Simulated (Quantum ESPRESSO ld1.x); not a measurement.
Results of a calculation; reference values are marked as such.
Mo XXXVII, configuration [He] 2s2 2p2. Code: ld1.x of Quantum ESPRESSO 7.5. Model: Dirac Kohn-Sham, BLYP, spin-unpolarised, spherical densities, point nucleus; open shells fill j = l - 1/2 first.

Normalised radial functions P(r) = r R(r) (large component), r in bohr:

| r | 1s1/2 |
|---|---|
| 0.001841 | 1.0361 |
| 0.002059 | 1.1422 |
| 0.002284 | 1.2491 |
| 0.002555 | 1.3739 |
| 0.002835 | 1.4991 |
| 0.003171 | 1.6444 |
| 0.003547 | 1.8008 |
| 0.003936 | 1.9560 |
| 0.004402 | 2.1338 |
| 0.004885 | 2.3086 |
| 0.005463 | 2.5067 |
| 0.006062 | 2.6989 |
| 0.006781 | 2.9134 |
| 0.007524 | 3.1179 |
| 0.008416 | 3.3415 |
| 0.009413 | 3.5653 |
| 0.01044 | 3.7699 |
| 0.01168 | 3.9822 |
| 0.01296 | 4.1674 |
| 0.0145 | 4.3478 |
| 0.01609 | 4.4919 |
| 0.01799 | 4.6148 |
| 0.01997 | 4.6926 |
| 0.02233 | 4.7301 |
| 0.02498 | 4.7129 |
| 0.02772 | 4.6430 |
| 0.031 | 4.5059 |
| 0.0344 | 4.3200 |
| 0.03848 | 4.0579 |
| 0.0427 | 3.7616 |
| 0.04776 | 3.3938 |
| 0.05299 | 3.0176 |
| 0.05927 | 2.5900 |
| 0.06629 | 2.1564 |
| 0.07356 | 1.7649 |
| 0.08228 | 1.3716 |
| 0.09129 | 1.0455 |
| 0.1021 | 0.7461 |
| 0.1133 | 0.5206 |
| 0.1267 | 0.3343 |
| 0.1406 | 0.2091 |
| 0.1573 | 0.1178 |
| 0.1759 | 0.0612 |
| 0.1952 | 0.0308 |
| 0.2183 | 0.0134 |
| 0.2423 | 0.0056 |
| 0.271 | 0.0019 |
| 0.3007 | 0.0006 |
| 0.3363 | 0.0002 |
| 0.3732 | 0.0000 |
| 0.4174 | 0.0000 |
| 0.4669 | 0.0000 |
| 0.5181 | 0.0000 |
| 0.5795 | 0.0000 |
| 0.643 | 0.0000 |
| 0.7192 | 0.0000 |
| 0.798 | 0.0000 |
| 0.8926 | 0.0000 |
| 0.9904 | 0.0000 |
| 1.108 | 0.0000 |

1s1/2: eigenvalue -22588 eV, 0 radial nodes, <r> = 0.0350 bohr, 90 % of the charge inside 0.0627 bohr.
